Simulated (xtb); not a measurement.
C3H6Cl, SMILES C[C](C)Cl (connectivity only; charge and spin as stated), charge +1, multiplicity 1. All values are semi-empirical tight-binding results from xtb (GFN2-xTB unless named), good for trends rather than for accurate numbers. Geometry: GFN2-xTB. The multiplicity is an assumed one; other spin states were not compared. The isomer is the one that the SMILES or the coordinates give; other isomers of the formula were not compared.

A frequency run showed that this geometry is not a minimum.

| Property | Value |
|---|---|
| orbital gap | 2.94 eV |
| static polarisability (D4 model) | 47.5 bohr³ |
| solvation energy, GFN2-xTB/ALPB(water) | -60.8 kcal/mol |
| solvation energy, GFN2-xTB/ALPB(dmf) | -54.5 kcal/mol |
